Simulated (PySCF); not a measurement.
## Deuteron quadrupole couplings in `C[S+](C)[GaH2-][CH2]Cl`

Species: C3H10ClGaS.
Z-matrix (Å and degrees, PBE0-D3(BJ)/def2-SVP geometry), rows numbered from 1:
```
C 
S   1  1.8037
C   2  1.8031  1  100.67
Ga  2  2.5720  1  104.14  3  -104.46
C   4  2.0022  2  100.80  1    -1.13
Cl  5  1.8079  4  103.91  2   178.63
H   1  1.0990  2  109.80  3   -65.94
H   1  1.0981  2  107.09  3   175.66
H   1  1.0985  2  111.09  3    56.46
H   3  1.0978  2  106.72  1  -177.96
H   3  1.0989  2  110.82  1   -59.60
H   3  1.0991  2  109.93  1    63.38
H   4  1.5714  2   99.11  1  -120.50
H   4  1.5783  2   95.00  1   116.38
H   5  1.0993  4  115.28  2    62.63
H   5  1.0991  4  115.10  2   -65.09
```

Level: PBE0/pcSseg-1 (PySCF, non-relativistic); Q(2H) = 0.00286 b; rigid geometry, the same for H and D, with no vibrational averaging.

Question: Rank these positions by the coupling χzz of a deuteron there, largest first.
A. H14 (hydrogen on gallium)
B. H10 (methyl hydrogen)
C. H15 (methylene hydrogen)

Answer: C (199 kHz), B (195 kHz), A (72 kHz).

Question: What are Vzz, η and χzz (234.96 MHz × Q × Vzz) at all hydrogens?

Answer: 
```
atom  bonded to  bond length (Å)  Vzz (au)     η  χzz (kHz)
  H7         C1            1.099    0.2903  0.04        195
  H8         C1            1.098    0.2908  0.06        195
  H9         C1            1.098    0.2892  0.04        194
 H10         C3            1.098    0.2905  0.07        195
 H11         C3            1.099    0.2878  0.06        193
 H12         C3            1.099    0.2902  0.05        195
 H13        Ga4            1.571    0.1101  0.05         74
 H14        Ga4            1.578    0.1075  0.07         72
 H15         C5            1.099    0.2968  0.11        199
 H16         C5            1.099    0.2962  0.11        199
```

Question: Average by the element that carries the hydrogen.

Answer: on C: 196 kHz over 8 positions, mean bond length 1.099 Å; on Ga: 73 kHz over 2 positions, mean bond length 1.575 Å.

Isolated species at its PBE0-D3(BJ)/def2-SVP geometry (one conformer only). The calculation is non-relativistic, for gallium too. The small basis limits the accuracy of the gradients.
